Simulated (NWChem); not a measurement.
## Atomisation of H5BS

```xyz
7

B      1.2944    -0.4708     0.0000
H      1.7365     0.0260    -1.0206
H      1.7365     0.0260     1.0206
H      1.1705    -1.6792     0.0000
S     -0.5468     0.2974     0.0000
H     -1.1836    -0.3882    -0.9786
H     -1.1836    -0.3882     0.9786
```
Charge 0, spin multiplicity 1.

All runs are NWChem calculations. The geometry was optimised at PBE0/def2-SVP, a minimum by its harmonic frequencies.

Basis set: def2-TZVP. The atomisation energy is electronic alone: no zero-point, thermal, spin-orbit or counterpoise terms. No value is extrapolated to the basis-set limit. Free atoms are single determinants with multiplicities B 2, H 2, S 3. Correlated methods freeze the same cores in atoms and molecule, 6 orbitals in all.

B3LYP has NWChem's definition, with VWN1-RPA local correlation. The structure started from a generated list of species. No SCF solution was tested for a lower state. Open-shell Hartree-Fock references start from PBE0 orbitals. Coupled-cluster values serve here as a point of comparison, not as the truth.

One of these methods gave an atomisation energy of 540.8 kcal/mol. Which?
A) B3LYP
B) r2SCAN
C) CCSD(T)
D) LDA (SVWN5)

D, LDA (SVWN5). The others give 482.6 (r2SCAN), 460.2 (CCSD(T)), 478.6 (B3LYP).
